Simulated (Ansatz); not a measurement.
C2H3AlO can be A, `O=[C]1[CH2][AlH]1`, or B, `C=[C]1[O][AlH]1`.

Isolated molecules relaxed with PBE0-D4/def2-TZVP in Ansatz; ΔE leaves out vibrations. CCSD(T)/CBS is the MP2 limit (def2-TZVPP, def2-QZVPP) plus CCSD(T) − MP2 in def2-TZVPP, frozen cores. DFT in def2-TZVPP. B3LYP here is the variant with VWN-RPA as its local correlation; programs differ in this.

(1) Which is lower in electronic energy at CCSD(T)/CBS, and by how much? (Estimate.)

(2) Give E(B) − E(A) in kcal/mol with r2SCAN-D4, CCSD(T)/def2-SVP, PBE0-D4, B3LYP, LDA (SPW92), MP2/def2-TZVPP, CCSD/def2-TZVPP. (An estimate is asked.)

(3) Does the order hold for the free energy at 298.15 K (harmonic terms from PBE0-D4)? (Estimate.)

Largest T1 diagnostic: 0.021.

Results:

(1) The calculation gave: B, by 23.3 kcal/mol.

(2) Computed: r2SCAN-D4 -19.1, CCSD(T)/def2-SVP -19.0, PBE0-D4 -18.7, B3LYP -20.9, LDA (SPW92) -16.5, MP2/def2-TZVPP -23.2, CCSD/def2-TZVPP -24.1. None reverses the order clearly.

(3) Computed: Yes: G(B) − G(A) = -21.8 kcal/mol.

From BLYP to BHLYP (50 % exact exchange), in def2-TZVPP and without D4, E(B) − E(A) moves by −5.5 kcal/mol. Leaving LDA and LC-ωPBE aside and taking each functional with its dispersion term where it has one, the values, not all of them listed here, spread over 8.6 kcal/mol, from BHLYP-D4 to revPBE-D4.
